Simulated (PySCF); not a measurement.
TDDFT excited states: Cl3H3SSiSn

(Cl)3Sn-S-SiH3.
Cartesian coordinates in Å at the PBE0-D3(BJ)/def2-SVP level; atoms count from 1:
```xyz
9
Cl3H3SSiSn angstrom
Sn     0.0621    1.4920   -0.6515
Cl     2.2478    1.5128   -1.4416
Cl    -1.1760    0.2165   -2.1610
Cl    -0.7295    3.6710   -0.6633
S     -0.0979    0.5487    1.5256
Si    -0.0597   -1.5382    0.9168
H      0.1976   -2.2722    2.1851
H     -1.3597   -1.9470    0.3215
H      1.0479   -1.7531   -0.0573
```

Theory: TDDFT CAM-B3LYP/def2-SVPD, vertical, gas phase, core orbitals frozen in the response, def2 core potentials past Kr in PySCF 2.14.0, density-fitted response routines. Spin–orbit coupling is left out.

```
state  E (eV)  E (hartree)       f  main configurations (H = HOMO, L = LUMO)
   S1    4.07       0.1495  0.0073                                 H→L (96%)
   S2    5.27       0.1935  0.0008                               H-2→L (94%)
   S3    5.44       0.1997   0.048     H-3→L (44%), H-4→L (23%), H-1→L (21%)
   S4    5.44       0.2000   0.018                  H-4→L (45%), H-3→L (41%)
   S5    5.48       0.2012   0.122                  H-1→L (61%), H-4→L (20%)
   S6    5.72       0.2103   0.033                   H-5→L (76%), H-7→L (9%)
   S7    5.74       0.2110   0.032                               H-6→L (82%)
   S8    5.99       0.2201   0.014                  H-7→L (78%), H-5→L (10%)
   S9    6.31       0.2317  0.0070                               H→L+1 (90%)
  S10    6.56       0.2412  0.0074                               H→L+2 (85%)
```

Triplets, Tamm–Dancoff:

```json
{"state": "T1", "E (eV)": "3.66", "λ (nm)": "338.8", "main configurations (H = HOMO, L = LUMO)": "H→L (93%)"}
{"state": "T2", "E (eV)": "4.59", "λ (nm)": "270.3", "main configurations (H = HOMO, L = LUMO)": "H-1→L (92%)"}
{"state": "T3", "E (eV)": "4.89", "λ (nm)": "253.3", "main configurations (H = HOMO, L = LUMO)": "H-2→L (92%)"}
{"state": "T4", "E (eV)": "4.98", "λ (nm)": "248.8", "main configurations (H = HOMO, L = LUMO)": "H-3→L (73%), H-4→L (18%)"}
```

The lowest singlet lies at 4.07 eV (305 nm, ultraviolet) and is weak; its leading configuration is HOMO→LUMO (96%). The strongest level in the table is S5 at 5.48 eV (226 nm, f = 0.122). S3/S4 lie within about 0.01 eV of each other. Löwdin shares by element: HOMO sulfur 73%, silicon 11%, hydrogen 4% or more, tin 4%; LUMO chlorine 35% or more, tin 23%, sulfur 21% (atoms not listed hold the other 20%). Orbital energies (eV): HOMO-3 -10.99, HOMO-2 -10.89, HOMO-1 -10.64, HOMO -9.61, LUMO -2.29, LUMO+1 0.06, LUMO+2 0.28. Weighted by f, the mean energy of these states is 5.56 eV. The listed states span 2.50 eV, and the widest gap between neighbours is 1.20 eV (S1 to S2). All these states lie below the vertical ionisation energy of 10.19 eV (ΔSCF). Singlets were solved by full linear response, triplets in the Tamm–Dancoff approximation.
